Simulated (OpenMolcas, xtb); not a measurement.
**GeSiH5 (SMILES [SiH2][GeH3]): the dipole moment, rung by rung**

The species is GeSiH5 (7 atoms), meant as a doublet with charge 0. SMILES: `[SiH2][GeH3]`. The coordinates come from a PBE0-D4/def2-TZVP relaxation.

Quantity: the dipole moment, in D. The values are calculated.

```
             level            kind     program  value (D)
          GFN0-xTB  semi-empirical         xtb       1.56
   UHF/aug-cc-pVDZ    Hartree–Fock  OpenMolcas       0.03
USVWN5/aug-cc-pVDZ             LDA  OpenMolcas       0.11
 UBLYP/aug-cc-pVDZ             GGA  OpenMolcas       0.04
  UPBE/aug-cc-pVDZ             GGA  OpenMolcas       0.08
 UTPSS/aug-cc-pVDZ        meta-GGA  OpenMolcas       0.02
UBHLYP/aug-cc-pVDZ   global hybrid  OpenMolcas       0.02
 UPBE0/aug-cc-pVDZ   global hybrid  OpenMolcas       0.05
```

All-electron rows without a relativistic Hamiltonian named are non-relativistic. The values span 0.02 to 1.56 D. Magnitudes only.
